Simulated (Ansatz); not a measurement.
`BC1=CC1` + `C[SiH](F)P` → `BP[SiH](C)F` + `C1=CC1` at 298.15 K and 1 bar (ligand exchange at a B–C bond).

Calculated with Ansatz (gas phase, PBE0-D4/def2-TZVP geometries, no zero-point term in ΔE). CCSD(T)/CBS is the MP2 limit (def2-TZVPP, def2-QZVPP) plus CCSD(T) − MP2 in def2-TZVPP, frozen cores. This one scheme is used for every species. Each species was taken in one conformer, which may not be the lowest.

```csv
species,CCSD(T)/CBS energy (Eh),H − E (kJ/mol),S (J/(mol·K))
`BC1=CC1`,-141.85370,193.5,273.8
`C[SiH](F)P`,-771.55123,194.3,339.5
`BP[SiH](C)F`,-796.94025,233.4,373.9
`C1=CC1`,-116.45901,159.0,242.5
```

H − E and S are ideal-gas, rigid-rotor, harmonic terms from PBE0-D4/def2-TZVP, for one conformer and one mirror image of each species. 1 Eh = 2625.50 kJ/mol, R = 8.31446 J/(mol·K).

Problem. By hand: ΔE, ΔH, ΔS and ΔG.

Solution. ΔE = (-796.94025) + (-116.45901) − (-141.85370) − (-771.55123) = 0.00567 Eh = 14.9 kJ/mol. Δ(H − E) = 233.4 + 159.0 − 193.5 − 194.3 = 4.6, so ΔH = 19.5 kJ/mol. ΔS = 373.9 + 242.5 − 273.8 − 339.5 = 3.1 J/(mol·K). ΔG = 19.5 − 298.15 × (3.1)/1000 = 18.6 kJ/mol.

Problem. By hand: the equilibrium constant, and the temperature at which ΔG would vanish if ΔH and ΔS stayed fixed.

Solution. log₁₀ K = −ΔG/(RT ln 10) = -3.3. ΔG = 0 at ΔH/ΔS = 6290 K, far beyond where these terms or the molecules hold.

The number of gas molecules stays the same, so ΔS is small and ΔH decides. A doubt of 5 kJ/mol in ΔE shifts log₁₀ K by 0.9 here. Other conformers and mirror images would add mixing entropy, several J/(mol·K) or more a flexible species. Modes under 60 cm⁻¹, often nearly free rotors, make the harmonic entropy too high. These are equilibria of isolated gas molecules and say nothing of rates. Largest T1 diagnostic: 0.015 (customary marks: 0.02 for closed shells, 0.045 for open ones).
